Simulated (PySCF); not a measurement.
**What binds GeO: the parts of the energy along the bond**

State: ¹Σ⁺, singlet, closed shell. RHF-based CCSD(T) in PySCF 2.14 with Ge cc-pwCVDZ-PP with ECP10, O aug-cc-pVDZ and Ge cc-pwCVTZ-PP with ECP10, O aug-cc-pVTZ (frozen core orbitals: 5; scalar-relativistic core potentials). Correlation energies are extrapolated as n⁻³ (n = 2, 3), Hartree–Fock as (n+1)·exp(−9√n). CV is the change on freezing 4 orbitals instead, in Ge cc-pwCVTZ-PP with ECP10, O cc-pwCVTZ. All energies in eV from Ge + O.

```tsv
R (Å)	HF/CBS	CCSD corr.	(T)	CV	total
1.4316	-2.200	-3.088	-0.3541	-0.0191	-5.662
1.4967	-2.905	-3.146	-0.3888	-0.0157	-6.456
1.5618	-3.182	-3.220	-0.4288	-0.0129	-6.844
1.6268	-3.153	-3.308	-0.4740	-0.0106	-6.946
1.6919	-2.910	-3.406	-0.5249	-0.0089	-6.849
1.7732	-2.407	-3.536	-0.5964	-0.0073	-6.546
1.8546	-1.765	-3.670	-0.6771	-0.0062	-6.118
```

A fit to the total gives Re = 1.6238 Å, De = 6.946 eV, ωe = 987.8 cm⁻¹, Be = 0.4862 cm⁻¹ (masses 73.9212 and 15.9949 u).

Question: At R = 1.6268 Å the CCSD correlation energy is -0.527873 hartree in the smaller basis and -0.774820 in the larger. Extrapolate it.

Answer: (3³·E3 − 2³·E2)/(3³ − 2³) = -0.87880 hartree; the larger basis holds 88.2 % of it.

The T1 diagnostic is 0.028, large enough to doubt a single reference. The open-shell atoms are computed with UHF. Spin–orbit coupling, excitations beyond (T) and corrections to the Born–Oppenheimer picture are left out.
